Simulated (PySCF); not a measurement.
BeGeH6Si, SMILES [SiH3][Be][GeH3].

Geometry: PBE0-D3(BJ)/def2-SVP.

Computed with PySCF with HF/def2-TZVPD.

Gas-phase values at a fixed geometry.

### Question
Estimate the frontier levels, gap, dipole moment and polarisability. (An estimate is asked for; the answer gives what the named calculation found.)

### Answer

highest occupied level: -9.92 eV
lowest empty level: 0.81 eV
orbital gap: 10.72 eV
dipole moment: 0.20 D
quadrupole, principal values (traceless, Buckingham form, about the centre of nuclear charge): -10.68, 5.34, 5.34 D·Å
mean static polarisability: 80.1 bohr³ (11.86 Å³)
polarisability, principal values: 72.0, 72.0, 96.2 bohr³
